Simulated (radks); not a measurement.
Values are calculated unless marked as measured or tabulated.
Problem. Species: Yb XXXIII. Configuration: [Kr] 4d2 (the NIST ground configuration). Code: a radial shooting solver on a logarithmic mesh with Libxc functionals. Model: scalar-relativistic Kohn-Sham, BLYP, spin-unpolarised, spherical densities, finite nucleus; Fermi nuclear charge, rms radius 5.3108 fm. Some entries of the table are withheld. Estimate them.

orbital  occ.  eigenvalue (eV)  <1/r> (bohr^-1)
1s          2        -62487.96            80.61
2s          2        -11633.21              (1)
2p          6        -10404.48            17.27
3s          2        -3563.204            7.011
3p          6        -3192.169              (2)
3d         10        -2747.606            6.191
4s          2        -1550.198            3.285
4p          6        -1414.421            3.082
4d          2        -1243.553            2.883
4f          0        -1067.681            2.649
5s          0              (3)            1.840
5p          0        -803.5457            1.740
5d          0        -727.2692            1.637

Solution. 
(1) 2s <1/r> (bohr^-1): 18.80
(2) 3p <1/r> (bohr^-1): 6.536
(3) 5s eigenvalue (eV): -862.9753
